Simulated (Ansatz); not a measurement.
Mulliken charges of C₂H₄FNSi, SMILES `FC1=N[SiH2]C1` from B3LYP/def2-TZVPP in Ansatz (PBE0-D4/def2-TZVP geometry).

```
atom   x (Å)   y (Å)   z (Å)  charge (e)
  F1   1.531  -1.748   0.692      -0.168
  C2   0.841  -0.760   0.133       0.271
  N3   1.198  -0.177  -0.932      -0.295
 Si4  -0.261   0.832  -0.778       0.456
  C5  -0.438  -0.268   0.754      -0.341
  H6   0.009   2.272  -0.551      -0.069
  H7  -1.253   0.648  -1.863      -0.069
  H8  -1.230  -1.016   0.785       0.107
  H9  -0.307   0.171   1.744       0.107
```

Problem. By hand: the dipole of these point charges (1 e Å = 4.8032 D).

Solution. Σ q r = (-0.431, 0.319, 0.020) e Å, of length 0.537 e Å = 2.58 D.

Problem. How does the dipole of the full density compare? (Estimate.)

Solution. Ansatz gave: (-0.539, 0.232, 0.232) e Å, 3.03 D; the point charges give 0.85 times that, at 23° from its direction.

Point charges leave out the atoms' own dipoles, such as those of lone pairs, and Mulliken's split depends on the basis, so the two needn't agree.

B3LYP here is the variant with VWN-RPA as its local correlation; programs differ in this.
